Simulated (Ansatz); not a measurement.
Gas-phase electronic energies from Ansatz, PBE0-D4/def2-TZVP geometries. CCSD(T)/CBS adds triple-zeta CCSD(T) − MP2 to the extrapolated MP2 energy (def2 sets, frozen cores). DFT in def2-TZVPP. def2 core potentials past Kr. For In outer-core shells are correlated without core-valence functions, which leaves a few kJ/mol of doubt a bond. One conformer a species, not always the lowest.

`[SiH3][O][In]([Cl])[Cl]` + `CC(C)N` → `CC(C)[NH][In]([Cl])[Cl]` + `O[SiH3]`  (ligand exchange at the In–O bond)

`[SiH3][O][In]([Cl])[Cl]`:

Z-matrix (Å, degrees):
```
Si
O 1 1.638
H 1 1.486 2 109.4
H 1 1.490 2 111.2 3 -120.2
H 1 1.487 2 109.6 3 119.6
In 2 1.950 1 136.8 3 123.6
Cl 6 2.288 2 118.1 1 -179.9
Cl 6 2.296 2 119.8 1 0.1
```

`CC(C)N`:

```xyz
13

C    -1.306   -0.273   -0.386
C     0.187   -0.288   -0.111
C     0.806    1.078   -0.342
N     0.406   -0.676    1.277
H    -1.747   -1.260   -0.221
H    -1.803    0.435    0.281
H    -1.510    0.015   -1.420
H     0.653   -0.994   -0.819
H     0.660    1.404   -1.374
H     1.881    1.062   -0.145
H     0.351    1.814    0.326
H     0.025   -1.598    1.453
H     1.397   -0.720    1.482
```

`CC(C)[NH][In]([Cl])[Cl]`:

Z-matrix (Å, degrees):
```
C
C 1 1.522
H 1 1.093 2 111.1
H 1 1.093 2 111.5 3 120.6
H 1 1.096 2 110.1 3 -119.7
C 2 1.516 1 111.4 3 179.1
N 2 1.457 1 113.3 3 54.3
H 2 1.099 1 108.0 3 -62.8
H 6 1.096 2 111.0 1 -61.5
H 6 1.092 2 110.8 1 57.6
H 6 1.092 2 110.8 1 178.1
In 7 2.004 2 124.4 1 70.6
H 7 1.012 2 112.1 1 -68.2
Cl 12 2.311 7 127.7 2 24.0
Cl 12 2.317 7 117.1 2 -163.2
```

`O[SiH3]`:

Cartesian coordinates in Å:
```
O -0.484 0.354 -1.133
Si -0.012 -0.060 0.391
H 0.151 0.251 -1.842
H 0.372 -1.496 0.476
H -1.179 0.201 1.263
H 1.151 0.751 0.845
```

| species | r2SCAN energy (Eh) |
| --- | --- |
| `[SiH3][O][In]([Cl])[Cl]` | -1477.23223 |
| `CC(C)N` | -174.44850 |
| `CC(C)[NH][In]([Cl])[Cl]` | -1284.54145 |
| `O[SiH3]` | -367.13098 |

**Question.** Work out ΔE.

**Answer.** ΔE = (-1284.54145) + (-367.13098) − (-1477.23223) − (-174.44850) = 0.00830 Eh = +21.8 kJ/mol. CCSD(T)/CBS gives +19.2 kJ/mol.

Largest T1 diagnostic among the species: 0.014.

Leaving LDA and LC-ωPBE aside and taking each functional with its dispersion term where it has one, the values, not all of them listed here, spread over 12.3 kJ/mol, from revPBE-D4 to BHLYP-D4. LDA lies −12.8 kJ/mol from PBE without D4. From PBE to PBE0 (25 % exact exchange), in def2-TZVPP and without D4, ΔE moves by +3.5 kJ/mol. In def2-TZVPP, CCSD(T) changes the Hartree–Fock value by −26.2 kJ/mol (the triples alone add −3.7 kJ/mol) and MP2 by −30.6 kJ/mol.
